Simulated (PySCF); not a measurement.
# Spinor energies of O+ (oxygen, charge +1)

Start: [He] 2s2 2p3; 2p1/2 filled at m_j = -1/2, +1/2; 2p3/2 filled at m_j = +3/2. Calculated with PySCF 2.14 in x2c-SVPall-2c (3s2p1d, 14 functions): generalised Hartree-Fock with the X2C-1e Hamiltonian and a Gaussian nucleus; one run each with spin-orbit coupling (SO) switched off, then screened by Boettger's factors.

```json
{"spinor shell": "1s1/2", "electrons": "2", "ε, spin-free (eV)": "-581.15", "ε, screened SO (eV)": "-581.15", "weight of nominal j (screened SO)": "1.000", "rms radius, screened SO (bohr)": "0.230"}
{"spinor shell": "2s1/2", "electrons": "2", "ε, spin-free (eV)": "-48.539", "ε, screened SO (eV)": "-48.539", "weight of nominal j (screened SO)": "1.000", "rms radius, screened SO (bohr)": "1.22"}
{"spinor shell": "2p1/2", "electrons": "2", "ε, spin-free (eV)": "-36.351", "ε, screened SO (eV)": "-36.359", "weight of nominal j (screened SO)": "0.503", "rms radius, screened SO (bohr)": "1.22"}
{"spinor shell": "2p3/2", "electrons": "1", "ε, spin-free (eV)": "-36.351", "ε, screened SO (eV)": "-36.335", "weight of nominal j (screened SO)": "1.000", "rms radius, screened SO (bohr)": "1.22"}
```

```csv
quantity,spin-free,screened SO
E (hartree),-74.32809,-74.32810
M_J,3/2,3/2
⟨J²⟩,3.756,3.756
⟨L²⟩,0.000,0.000
⟨S²⟩,3.756,3.756
```

Each row is a mean over spinors that exchange with the open shell spreads, by up to 14.548 eV (2s1/2).

Rows whose weight is well below 1 are mixtures of j = l ± 1/2: exchange outweighs spin-orbit coupling there, and the label is only the starting occupation.

Without spin-orbit coupling the j labels of p, d and f shells carry no meaning; the spin-free column gives the mean over the occupied spinors of each nl shell.
